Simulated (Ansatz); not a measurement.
```yaml
crystal:
  periodic: [false, false, false]
  atoms:
    - {symbol: N, position_ang: [2.285835, -0.710878, 1.439442]}
    - {symbol: C, position_ang: [1.481547, -0.996849, 0.659884]}
    - {symbol: S, position_ang: [0.325626, -1.438808, -0.476620]}
    - {symbol: Ge, position_ang: [-0.832399, 0.501813, -0.413253]}
    - {symbol: H, position_ang: [0.115218, 1.625530, -0.835511]}
    - {symbol: H, position_ang: [-1.361381, 0.685149, 1.010032]}
    - {symbol: H, position_ang: [-1.953246, 0.265945, -1.429774]}
basis:
  gaussian: {orbitals: def2-TZVP, nuclear_model: gaussian}
hamiltonian: {xc: {name: r2SCAN}}
accuracy: high
output: {forces: true}
```

```sh
$ ansatz run in.yaml --threads 2 --pin off --events-out ev --progress --plain --max-ram 4352MiB
```

Output, abridged:

```
Functional definition: r2SCAN
2778 factors; integrals over basis functions are off by at most 8.1e-9 eV
mean field evaluation 1: about -69919.2681 eV, gradient 6.3e1 eV
mean field evaluation 2: about -69790.7598 eV, gradient 1.7e2 eV
mean field evaluation 4: about -69926.1101 eV, gradient 2.8e1 eV
mean field evaluation 8: about -69927.7019 eV, gradient 3.3e-1 eV
mean field evaluation 16: about -69927.7016 eV, gradient 3.2e-4 eV
mean field -69927.70160157 eV, -2569.7956351590 hartree, gradient 7.2e-8 eV, S^2 0.000000; 0 other end points of the search recorded, 0 dependent functions left out
reference -69927.70160233 eV, -2569.7956351871 hartree; 32, 32 occupied and 133, 133 virtual orbitals, 2778 factors
Total energy: -69927.70160233 eV, -2569.7956351871 hartree
Atom 0 at     2.285835    -0.710878     1.439442 Å, force     0.487981     0.163815     0.468650 eV/Å
Atom 1 at     1.481547    -0.996849     0.659884 Å, force    -0.515998    -0.168821    -0.492606 eV/Å
Atom 2 at     0.325626    -1.438808    -0.476620 Å, force     0.045007    -0.019865     0.024932 eV/Å
Atom 3 at    -0.832399     0.501813    -0.413253 Å, force    -0.043461     0.054829    -0.006994 eV/Å
Atom 4 at     0.115218     1.625530    -0.835511 Å, force    -0.032295    -0.036781     0.017121 eV/Å
Atom 5 at    -1.361381     0.685149     1.010032 Å, force     0.020284    -0.003578    -0.047572 eV/Å
Atom 6 at    -1.953246     0.265945    -1.429774 Å, force     0.038482     0.010401     0.036469 eV/Å
Dipole moment:    -0.741499     0.224441    -0.472853 e Å
```

Run time 14 s (2 threads of an AMD EPYC 7B13 on a shared host); peak host memory 0.63 GiB.
